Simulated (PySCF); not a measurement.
Two species compared at the same levels of theory.

First species: C5H14OSi2.
SMILES: `CCC[Si]1(O[SiH3])CC1`

Second species: C₆H₇ClP₂.
SMILES: `c1(cpc(Cl)c(p1)C)C`

Levels: PBE0/pcSseg-1 for dipole moment, HOMO energy, LUMO energy and HOMO–LUMO gap; GFN2-xTB for rotational constant A and rotational constant C. Geometries: GFN2-xTB. All species are isolated and taken at one optimised geometry, non-relativistic unless stated; the electronic structure was computed with PySCF and density fitting.

The conformers computed, where there is a choice (atom-mapped SMILES and torsion angles):
- `[CH3:1][CH2:2][CH2:3][Si:4]1([O:5][SiH3:6])[CH2:7][CH2:8]1`: C1–C2–C3–Si4 180°, C2–C3–Si4–O5 179°, C3–Si4–O5–Si6 -174°

```tsv
property	column X	column Y
dipole moment	0.46 D	1.90 D
HOMO energy	-6.38 eV	-6.93 eV
LUMO energy	0.31 eV	-2.50 eV
HOMO–LUMO gap	6.69 eV	4.43 eV
rotational constant A	2.439 GHz	1.728 GHz
rotational constant C	0.571 GHz	0.545 GHz
```

(1) Which column belongs to which species?

(2) How does each property change from the first species to the second?

Answers

(1) Column X is the first species and column Y the second. The first has 22 atoms and 80 electrons, the second 16 and 90.

(2) dipole moment +1.44 D; HOMO energy -0.55 eV; LUMO energy -2.81 eV; HOMO–LUMO gap -2.26 eV; rotational constant A -0.711 GHz; rotational constant C -0.026 GHz.

On the first: In atomic units the dipole is 0.18 e·bohr (1 au = 2.5417 D).

On the second: The dipole equals about 6.3 × 10⁻³⁰ C·m (1 D = 3.33564 × 10⁻³⁰ C·m).
